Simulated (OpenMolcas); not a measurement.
Ni2+ (d8) among equal point charges was computed by CASSCF with the d shell active (OpenMolcas, ANO-RCC-VTZP on the metal). Its lowest spin-free states, and all those of the highest spin:

```tsv
2S+1	Degeneracy	E (cm-1)
3	2	0.0
3	2	3868
3	2	4304
3	1	5916
1	1	17178
1	2	18800
1	2	20133
3	1	21690
3	2	24197
1	2	24642
1	2	29062
1	1	30066
```

Is the site octahedral, tetrahedral or cube-like, axial, or of lower symmetry?

The states with 2S+1 = 3 have orbital degeneracies 2, 2, 2, 1, 1, 2. There are pairs but no triples, so the site is axial: not cubic, but with a proper or improper axis of order three or more. The run had Ni2+ among 5 point charges of -2 e arranged as a trigonal bipyramid (D3h), 1.69 Å from the ion, with the axial distance 2.028 Å. The active orbitals were held to one l.

An orbital doublet at a regular site is open to a Jahn-Teller distortion, which this geometry leaves out. Without dynamic correlation the repulsion within the d shell is too large (B by tens of per cent), so at a given field states of lower spin stand too high. Point charges carry no covalency, so the field is a model and not that of real ligands. An unlabelled pair can be two single states that coincide in this model. No measured value stands beside these numbers.
